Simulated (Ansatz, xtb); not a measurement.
**Relative energy of two isomers of C3H4FGeNO**

Structure a is `Fc1nc[c]([GeH3])o1`, a singlet and structure b is `Fc1n[c]([GeH3])co1`, a singlet. Both are isolated molecules in the gas phase, relaxed with B3LYP/def2-SVP.

Quicker runs give these differences E(b) − E(a): GFN2-xTB +1.45 kcal/mol; HF/STO-3G +1.44 kcal/mol (at GFN2-xTB geometries); r2SCAN-D4/def2-SVP +1.41 kcal/mol (at GFN2-xTB geometries).

Problem. Estimate E(b) − E(a) at the level CCSD(T)/def2-SVP + ΔMP2/def2-TZVPP.

Solution. Too close to call at this level: CCSD(T)/def2-SVP + ΔMP2/def2-TZVPP gives E(b) − E(a) = +0.73 kcal/mol.

How the difference moves with the method:

| level | geometry | E(b) − E(a) (kcal/mol) | departure from the last row (kcal/mol) | job, with rough time for the two |
| --- | --- | --- | --- | --- |
| GFN2-xTB | GFN2-xTB | +1.45 | +0.72 | optimisation, 0.45 s |
| HF/STO-3G | GFN2-xTB | +1.44 | +0.72 | single point, 1.9 s |
| r2SCAN-D4/def2-SVP | GFN2-xTB | +1.41 | +0.69 | single point, 9 s |
| B3LYP/def2-SVP | B3LYP/def2-SVP | +0.97 | +0.24 | optimisation, 4.2 min |
| HF/def2-SVP | B3LYP/def2-SVP | +0.98 | +0.25 | part of the CCSD(T) run |
| MP2/def2-SVP | B3LYP/def2-SVP | +0.50 | −0.23 | part of the CCSD(T) run |
| CCSD(T)/def2-SVP | B3LYP/def2-SVP | +0.62 | −0.11 | single point |
| CCSD(T)/def2-SVP + ΔMP2/def2-TZVPP | B3LYP/def2-SVP | +0.73 |  | single point, 3.4 min |

As drawn, both hold the same kinds of bond in the same numbers.

The largest departure from CCSD(T)/def2-SVP + ΔMP2/def2-TZVPP is that of GFN2-xTB, 0.72 kcal/mol. The last row adds to CCSD(T) the change of the MP2 difference between the two basis sets, here +0.11 kcal/mol.

With thermal terms from frequencies at re-optimised GFN2-xTB minima (ideal gas, soft modes damped towards free rotors, one conformer each, 298.15 K, 1 atm): the zero-point term adds −0.09 kcal/mol; ΔH is +0.66 and ΔG +0.64 kcal/mol.

The correlated steps freeze 15 core orbitals; the filled d shell of Ge is correlated, in a basis made for valence electrons. Run with Ansatz 0.2.0, xtb 6.7.1; the last row on 2 threads of Intel(R) Xeon(R) Processor @ 2.50GHz (Skylake/Cascade Lake) on a shared host.
